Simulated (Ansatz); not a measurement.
`[NH2][Nb](=[O])([OH])[OH]` + H₂O → `[O]=[Nb]([OH])([OH])[OH]` + NH₃  (formal hydrolysis of the Nb–N bond)

Program: Ansatz. Geometries: PBE0-D4/def2-TZVP. ΔE: electronic, gas phase. CBS: MP2 limit from def2 TZ/QZ plus the TZ coupled-cluster correction, frozen cores. This one scheme is used for every species. DFT in def2-TZVPP. def2 core potentials past Kr. For Nb outer-core shells are correlated without core-valence functions, which leaves a few kJ/mol of doubt a bond. One conformer a species, not always the lowest.

`[NH2][Nb](=[O])([OH])[OH]`:

Z-matrix (Å, degrees):
```
Nb
O 1 1.695
O 1 1.908 2 108.8
N 1 1.969 2 106.1 3 119.4
O 1 1.907 2 108.9 3 -121.2
H 3 0.956 1 134.9 2 174.1
H 4 1.010 1 123.7 2 0.5
H 4 1.010 1 126.3 2 -178.2
H 5 0.956 1 135.8 2 -164.3
```

H₂O:

Cartesian coordinates in Å:
```
O -0.285 0.259 0.057
H -0.333 -0.694 0.160
H 0.618 0.435 -0.217
```

`[O]=[Nb]([OH])([OH])[OH]`:

```xyz
8

O    -0.574   -1.654   -0.203
Nb   -0.021   -0.061   -0.007
O     1.607   -0.085    0.973
O    -1.331    0.939    0.940
O     0.267    0.711   -1.720
H     2.090   -0.832    1.327
H    -2.181    0.657    1.279
H     0.142    0.325   -2.588
```

NH₃:

Cartesian coordinates in Å:
```
N -0.169 -0.141 -0.176
H 0.809 -0.310 -0.376
H -0.315 0.859 -0.235
H -0.326 -0.408 0.788
```

Question: Is it downhill or uphill in electronic energy at CCSD(T)/CBS, and by how much? (Estimate.)

Answer: The calculation gave: Downhill: ΔE = -65.3 kJ/mol.

Question: What do these levels give: PBE-D4, revPBE-D4, CAM-B3LYP-D4, ωB97M-V, PBE-QIDH, r2SCAN0, RPA@PBE/def2-TZVPP, HF/def2-SVP, MP2/def2-SVP, CCSD(T)/def2-SVP, SCS-MP2/def2-TZVPP, CCSD/CBS(def2)? (Best estimate.)

Answer: Computed: PBE-D4 -70.3, revPBE-D4 -69.5, CAM-B3LYP-D4 -73.9, ωB97M-V -72.1, PBE-QIDH -70.1, r2SCAN0 -72.8, RPA@PBE/def2-TZVPP -68.8, HF/def2-SVP -78.3, MP2/def2-SVP -76.2, CCSD(T)/def2-SVP -76.4, SCS-MP2/def2-TZVPP -69.6, CCSD/CBS(def2) -65.7 kJ/mol.

Largest T1 diagnostic among the species: 0.022, so the coupled-cluster value is less sure than usual.

At CCSD(T), def2-SVP lies −11.1 kJ/mol from the extrapolated value and def2-TZVPP −4.2 kJ/mol. In def2-TZVPP, CCSD(T) changes the Hartree–Fock value by +7.4 kJ/mol (the triples alone add +0.4 kJ/mol) and MP2 by +9.2 kJ/mol. Leaving LDA and LC-ωPBE aside and taking each functional with its dispersion term where it has one, the values, not all of them listed here, spread over 7.5 kJ/mol, from B97M-V to HSE06-D4.
